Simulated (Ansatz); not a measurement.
A nudged elastic band was laid between two geometries of GaH6NO3 (11 atoms, charge 0, multiplicity 1).

Computed with RKS PBE-D4/def2-SVP (Ansatz 0.2.0).

```yaml
movable_images: 7
climbing_image: yes
spring: 5.0 eV/Å²
optimiser: quadratic models (default)
start_path: through a guess of the saddle point
force_threshold: 0.05 eV/Å
iteration_limit: 60
end_points: relaxed
```

First end point:

```xyz
11
Properties=species:S:1:pos:R:3
Ga -0.031 -0.046 0.366
N -0.032 0.102 2.259
H -0.804 -0.387 2.728
H 0.840 -0.194 2.714
O 1.526 -0.540 -0.419
H 1.556 -0.249 -1.348
O -1.674 -0.179 -0.416
H -1.743 -0.947 -1.010
O -0.171 2.083 0.566
H -1.100 2.266 0.315
H -0.206 1.794 1.541
```

Last end point:

```xyz
11
Properties=species:S:1:pos:R:3
Ga -0.226 0.403 0.109
N -0.018 0.165 2.186
H -0.818 -0.357 2.568
H 0.849 -0.351 2.383
O 1.280 -0.513 -0.382
H 1.820 0.031 -0.983
O -1.846 -0.419 -0.108
H -1.763 -1.146 -0.751
O -0.182 2.230 0.059
H -0.963 2.568 -0.416
H 0.028 1.090 2.633
```

Question: What changes between the two ends?

Answer: Bonds broken: O9–H11. Bonds formed: N2–H11.

Question: Give the energies along the band, and the barrier.

Answer: It converged. The highest image is number 2 of 0 to 8, 0.074 eV above the first end and 0.634 eV above the last; the last end lies 0.560 eV below the first. A vibrational analysis at the climbing image gives one clearly imaginary mode, 701i cm⁻¹: a first-order saddle point. The orbitals stay closed-shell, which can raise the energy where a bond breaks towards radicals; this wasn't checked here.

```tsv
image	path coordinate (Å)	energy (eV)	O9–H11 (Å)	N2–H11 (Å)
0	0.00	0.000	1.02	1.85
1	0.30	0.015	1.04	1.69
2	0.61	0.074	1.18	1.40
3	0.94	-0.174	1.53	1.13
4	1.27	-0.409	1.87	1.05
5	1.60	-0.492	2.14	1.04
6	1.93	-0.534	2.39	1.03
7	2.26	-0.554	2.64	1.03
8	2.59	-0.560	2.82	1.03
```

Question: What is the geometry of the highest image?

Answer: 
```xyz
11
Properties=species:S:1:pos:R:3
Ga -0.078 0.046 0.237
N -0.062 0.195 2.195
H -0.859 -0.203 2.704
H 0.803 -0.070 2.681
O 1.502 -0.535 -0.433
H 1.621 -0.235 -1.352
O -1.711 -0.281 -0.495
H -1.722 -1.137 -0.960
O -0.145 2.031 0.625
H -1.023 2.407 0.419
H -0.165 1.485 1.672
```

Question: What are the harmonic wavenumbers there?

Answer: 701i, 106, 142, 173, 175, 199, 263, 359, 383, 544, 563, 635, 674, 677, 717, 735, 772, 806, 829, 1468, 1531, 1772, 3445, 3544, 3709, 3744, 3746 cm⁻¹.

The band took 18 iterations and of the order of 8 core-minutes.

Run time: 2.1 min on 4 threads of Intel(R) Xeon(R) Platinum 8223CL CPU @ 3.00GHz (Skylake/Cascade Lake) (shared host), peak memory 0.21 GiB.
